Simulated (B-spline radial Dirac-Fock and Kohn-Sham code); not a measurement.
## Elastic scattering of 30 keV electrons by the free rhodium atom

Model: relativistic (Dirac) partial waves in the static field of the Dirac-Fock atom with Furness-McCarthy exchange, without polarisation or absorption potentials. Program: a radial atomic solver.

| θ (°) | dσ/dΩ (Å²/sr) | Sherman function |
| --- | --- | --- |
| 0 | 79.7 | 0.000 |
| 1 | 43.4 | 0.000 |
| 2 | 16.9 | 0.000 |
| 3 | 7.13 | 0.000 |
| 5 | 1.69 | 0.000 |
| 7 | 0.595 | 0.000 |
| 10 | 0.195 | 0.001 |
| 15 | 0.0520 | 0.002 |
| 20 | 0.0201 | 0.004 |
| 25 | 0.00954 | 0.005 |
| 30 | 0.00513 | 0.005 |
| 40 | 0.00194 | 0.000 |
| 50 | 0.000931 | -0.012 |
| 60 | 0.000519 | -0.030 |
| 70 | 0.000321 | -0.053 |
| 80 | 0.000214 | -0.077 |
| 90 | 0.000152 | -0.099 |
| 100 | 0.000114 | -0.116 |
| 110 | 9.01e-05 | -0.126 |
| 120 | 7.39e-05 | -0.129 |
| 130 | 6.30e-05 | -0.123 |
| 140 | 5.55e-05 | -0.109 |
| 150 | 5.04e-05 | -0.088 |
| 160 | 4.72e-05 | -0.062 |
| 170 | 4.54e-05 | -0.032 |
| 180 | 4.48e-05 | 0.000 |

The total elastic cross section is 0.303 Å², the first transport cross section 0.00365 Å² and the second, weighted with (3/2) sin²θ, 0.00824 Å². The mean deflection is ⟨1 − cos θ⟩ = 0.0121, and 0.17 % of the collisions scatter beyond 90°.

Values without a named source are computed, but for edge energies of neutral atoms, which are taken from tables.
